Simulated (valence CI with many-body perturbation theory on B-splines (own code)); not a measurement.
The numbers below are computed, except where a source is named.
**Hyperfine factors and g values of Dy15+**

Level of theory: valence CI with perturbative core correlation (CI+MBPT): five valence electrons over a frozen Dirac-Fock core [Kr] 4d10, a basis of 7 s, 7 p, 7 d, 7 f, 4 g, 2 h functions for each j, with the one-electron correlation potential Σ1, the two-electron term Σ2, the three-electron term Σ3, Breit, model QED; selected CI, second order for the rest, scaled by the run's own slope (own B-spline code, finite nucleus).

No measured spectrum was set against this ion. As an estimate, terms of the open shell hold to a few per cent of their energy, and close levels can change places; configurations with another count of f electrons can be misplaced by thousands of cm⁻¹. Core correlation moves these levels by up to 60000 cm⁻¹, and in measured spectra 5 to 20 % of such shifts remained as error; rates that hang on mixing are uncertain with them. Among the levels kept, up to 940 cm⁻¹ of a level comes from second order outside the variational space, and about a tenth of that is noise between levels of different J, which matters for small intervals.

A/g_I is the dipole constant over the nuclear g factor μ/I (μ in nuclear magnetons, uniformly magnetised nucleus), B/Q the quadrupole constant per barn. Both hold the static response of the core; the bare values leave it out. Large factors of s and p1/2 electrons are usually good to 5 to 10 %; those of open d and f shells near neutrality can be off by tens of per cent, and small factors of p3/2, d and f electrons come from cancelling terms and can be off by a factor of two or in sign, in half-filled shells by more. B is blank for J = 1/2, where it vanishes, and for nearly pure S terms. Energies count from the lowest level.

Names give the largest LS component (configuration and term), which can be under half, so a name can repeat, a term be missing and a line seem to break the LS rules; names also repeat where a configuration has a term twice. Letters in brackets count levels of one name in rising energy.

| Level | E (eV) | g | A/g_I (MHz) | A/g_I bare | B/Q (MHz/b) | B/Q bare |
| --- | --- | --- | --- | --- | --- | --- |
| 4f5 6H°_5/2 | 0.0000 | 0.309 | 2810 | 2000 | -1590 | -1300 |
| 4f5 6H°_7/2 | 0.3214 | 0.832 | 1540 | 1390 | -1350 | -1110 |
| 4f5 6H°_9/2 | 0.6762 | 1.070 | 980 | 1130 | -1380 | -1150 |
| 4f5 6H°_11/2 | 1.045 | 1.197 | 696 | 1020 | -1600 | -1330 |
| 4f5 6H°_13/2 | 1.416 | 1.272 | 545 | 969 | -1940 | -1630 |
| 4f5 6F°_1/2 | 1.473 | -0.633 | 5760 | 3960 |  |  |
| 4f5 6F°_3/2 | 1.519 | 1.045 | 1250 | 1440 | -152 | -124 |
| 4f5 6F°_5/2 | 1.633 | 1.287 | 572 | 1030 | -134 | -116 |
| 4f5 6H°_15/2 | 1.776 | 1.319 | 466 | 961 | -2390 | -2010 |
| 4f5 6F°_7/2 | 1.893 | 1.379 | 264 | 818 | 116 | 79.7 |
| 4f4 5s 6I_7/2 | 2.117 | 0.453 | -16200 | -15500 | -820 | -676 |
| 4f5 6F°_9/2 | 2.242 | 1.422 | 127 | 724 | 467 | 362 |
| 4f4 5s 6I_9/2 | 2.468 | 0.831 | -647 | -611 | -725 | -610 |
| 4f5 6F°_11/2 | 2.633 | 1.445 | 73.7 | 699 | 903 | 719 |
| 4f4 5s 6I_11/2 | 2.886 | 1.034 | 5420 | 5260 | -709 | -609 |
| 4f4 5s 6I_13/2 | 3.342 | 1.155 | 8200 | 7970 | -738 | -643 |
| 4f5 4G°_5/2 [a] | 3.590 | 0.789 | 1820 | 1670 | -1480 | -1220 |
| 4f4 5s 6I_15/2 | 3.814 | 1.232 | 9670 | 9420 | -800 | -705 |
| 4f5 4F°_3/2 | 3.903 | 0.445 | 2570 | 1950 | -122 | -98.8 |
| 4f5 4M°_15/2 | 4.064 | 0.893 | 1470 | 1420 | 1170 | 936 |
| 4f5 4G°_7/2 | 4.235 | 1.065 | 1070 | 1240 | -1380 | -1150 |
| 4f5 4I°_9/2 | 4.277 | 0.745 | 1800 | 1560 | -1080 | -880 |
| 4f4 5s 6I_17/2 | 4.292 | 1.284 | 10500 | 10300 | -887 | -785 |
| 4f5 4I°_11/2 | 4.378 | 0.904 | 1440 | 1400 | -691 | -571 |
| 4f5 4I°_13/2 | 4.436 | 0.979 | 1280 | 1350 | -272 | -242 |
| 4f5 4M°_17/2 | 4.626 | 0.989 | 1220 | 1290 | 1540 | 1250 |
| 4f4 5s 4I_9/2 | 4.735 | 0.744 | 7530 | 6940 | -964 | -803 |
| 4f5 4G°_5/2 [b] | 4.801 | 1.010 | 1330 | 1470 | -475 | -391 |
| 4f5 4I°_15/2 | 4.870 | 1.073 | 1020 | 1200 | -380 | -334 |
| 4f5 4G°_9/2 | 4.951 | 1.176 | 786 | 1090 | -1190 | -1000 |
| 4f5 4M°_19/2 | 5.055 | 1.071 | 1040 | 1210 | 1640 | 1330 |
| 4f5 4F°_5/2 | 5.081 | 1.382 | 300 | 870 | -679 | -568 |
| 4f4 5s 6F_1/2 | 5.130 | -0.623 | -50500 | -48400 |  |  |
| 4f4 5s 6F_3/2 | 5.194 | 1.059 | 5110 | 5080 | 58.8 | 48.2 |
| 4f5 4L°_13/2 | 5.250 | 0.924 | 1340 | 1320 | -376 | -304 |
| 4f4 5s 6F_5/2 | 5.344 | 1.312 | 15300 | 14800 | 183 | 149 |
| 4f5 4M°_21/2 | 5.371 | 1.130 | 924 | 1180 | 1640 | 1320 |
| 4f4 5s 4I_11/2 | 5.378 | 0.958 | -771 | -595 | -821 | -699 |
| 4f5 4K°_11/2 | 5.399 | 0.847 | 1520 | 1400 | -917 | -732 |
| 4f5 4L°_15/2 | 5.422 | 1.032 | 1130 | 1250 | -68.4 | -64.2 |

Take the isotope of mass number 163, with I = 5/2, μ = 0.671 μN and Q = 2.65 b. What is the hyperfine structure of 4f5 6H°_9/2?

From the table A = 263 MHz, B = -3670 MHz. Shifts from the centre of gravity in MHz: F = 2: -5300, F = 3: -3410, F = 4: -1320, F = 5: 610, F = 6: 1910, F = 7: 2040.
